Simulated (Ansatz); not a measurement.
Spectroscopic constants of NiH, multiplicity 4 (not the ground state: that is measured with 2S+1 = 2). No spin–orbit coupling. Ni is treated without relativity.

Seven points along R, fitted to fifth degree in 1/R; most abundant isotopes. Runs in def2 and cc sets follow the lowest solution found near the PBE0 minimum.

Correlated levels freeze the inner cores; with def2 sets outer-core shells near the valence are correlated too.

Codes used: Ansatz (a first-principles code) with Gaussian orbitals. Values without a source in brackets are computed.

| level | r_e (Å) | ω_e (cm⁻¹) | ω_e x_e (cm⁻¹) | dipole (D) |
|---|---|---|---|---|
| PBE/def2-TZVPP | 1.598 | 1524 | 50 | 0.11 |
| PBE0/def2-TZVPP | 1.587 | 1665 | 37 | 0.49 |
| wB97X-V/def2-TZVPP | 1.579 | 1710 | 35 | 0.44 |
| CCSD/def2-TZVPP | 1.580 | ___ | 32 | - |
| CCSD(T)/def2-TZVPP | ___ | ___ | 33 | - |

Fill in the missing entries.


- CCSD(T)/def2-TZVPP, r_e (Å): 1.575
- CCSD(T)/def2-TZVPP, ω_e (cm⁻¹): 1692
- CCSD/def2-TZVPP, ω_e (cm⁻¹): 1693
